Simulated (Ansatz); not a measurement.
Relaxation of H2S2SeSn (6 atoms, charge 0, multiplicity 1), to a largest force component of 0.015 eV/Å in at most 40 steps.

These are results of RKS PBE0-D4/def2-SVP in Ansatz, not measurements.

```xyz
6
Properties=species:S:1:pos:R:3
Se -0.442 1.418 -1.580
Sn 0.344 0.153 0.431
S -0.276 -2.183 0.280
S 1.844 -1.691 -0.183
H -1.919 1.430 -1.050
H 0.491 0.810 2.055
```

Q: Where does it end, and by what steps?

A: It converged. The force dipped under the threshold on the way, but the program's further checks kept it going. After 20 steps the energy has fallen by 0.222 eV; H5 moved furthest, 1.02 Å.

```csv
step,energy less start (eV),largest force component (eV/Å),accepted
0,0.0000,1.582,yes
1,-0.1533,0.539,yes
2,-0.1692,0.056,yes
3,-0.1709,0.031,yes
4,-0.1794,0.124,yes
5,-0.1835,0.053,yes
6,-0.1703,0.812,no
7,-0.1915,0.074,yes
8,-0.1971,0.256,yes
9,-0.2090,0.067,yes
10,-0.2119,0.149,yes
11,-0.2127,0.187,yes
12,-0.2196,0.016,yes
13,-0.1750,0.963,no
14,-0.2210,0.045,yes
15,-0.2206,0.160,no
16,-0.2213,0.062,yes
17,-0.2220,0.006,yes
18,-0.2221,0.030,yes
19,-0.2221,0.041,yes
20,-0.2222,0.005,yes
```

```xyz
6
Properties=species:S:1:pos:R:3
Se -0.928 1.046 -1.639
Sn 0.140 -0.091 0.332
S 0.043 -2.482 0.405
S 1.989 -1.542 -0.121
H -1.299 2.202 -0.804
H 0.096 0.802 1.781
```

Whether the end is a true minimum wasn't checked by a vibrational analysis.

Run time: 49 s on 2 threads of INTEL(R) XEON(R) PLATINUM 8581C CPU @ 2.10GHz (Emerald Rapids) (shared host), peak memory 0.29 GiB.
